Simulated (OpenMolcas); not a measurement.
Rh²⁺: the spin-orbit constant, worked from levels

| Property | Result |
| --- | --- |
| Program | OpenMolcas 26.06 |
| Basis | ANO-RCC-VDZP [6s5p3d1f] |
| Scalar Hamiltonian | DKH2, point nucleus |
| Active space | 7 electrons in 9 orbitals (RAS2 4d 5s; RAS3 5p, at most 2 electrons) |
| State averaging | 2S+1 = 4 even, 60 roots; 2S+1 = 6 even, 5 roots kept (CI in the orbitals of an earlier block); 2S+1 = 2 even, 83 roots kept (CI in the orbitals of an earlier block); 2S+1 = 4 odd, 87 roots (49 in the spin-orbit step); 2S+1 = 6 odd, 15 roots kept (CI in the orbitals of an earlier block); 2S+1 = 2 odd, 45 roots kept (CI in the orbitals of an earlier block, 0 in the spin-orbit step) |
| Spin-orbit coupling | RASSI with atomic mean-field integrals over the reference wave functions, term energies averaged over their components |

Methods: RASSCF; MS-RASPT2, IPEA 0.25 Eh, imaginary shift 0.1 Eh (closed shells correlated: 4s 4p). Measured levels: the list in Shadmi, J. Res. Natl. Bur. Stand. 70A, 435 (1966).

**The spin-orbit constant.** For the Hund term 4F of d7, E(J) = (A/2) J(J+1) + constant and ζ = -2S·A = -3A. From J = 3/2 to J = 9/2 the energy changes by 10.5 A.

| Source | E(9/2) - E(3/2) | A | ζ |
| --- | --- | --- | --- |
| RASSCF | -4787.9 | -456.0 | 1368 |
| MS-RASPT2 | -4729.2 | -450.4 | 1351 |
| measured | -4322.0 | -411.6 | 1235 |

All in cm-1. MS-RASPT2 is off by +9.4 % and RASSCF by +10.8 %. Both methods take the spin-orbit matrix elements from the reference wave functions, so the second can move ζ only through the term energies and any multistate remixing. Second-order mixing with other terms is absorbed into this ζ.

CASPT2 breaks the degeneracy within a term, and the mean is taken; among the terms shown or strongly mixed into the levels shown the widest spread is 650 cm-1 (4d7 4F, MS-RASPT2). Some high roots are left out of the spin-orbit mixing, which shifts the levels that they would mix with. Without dynamic correlation excited terms often stand tens of per cent too high (terms of higher spin than the ground term too low), and those without a measured partner can miss by more than the paired ones (holds for RASSCF). Blocks of more than 70 roots (2S+1 = 2 even) ran without multistate coupling (holds for MS-RASPT2). Measured partners are found by configuration, term and J. A level has none where our copy of the source lacks it or the pairing is in doubt (some pairs that miss far off the trend of their configuration count as doubtful), and it then counts in no deviation. Levels of configurations outside the active space are missing.
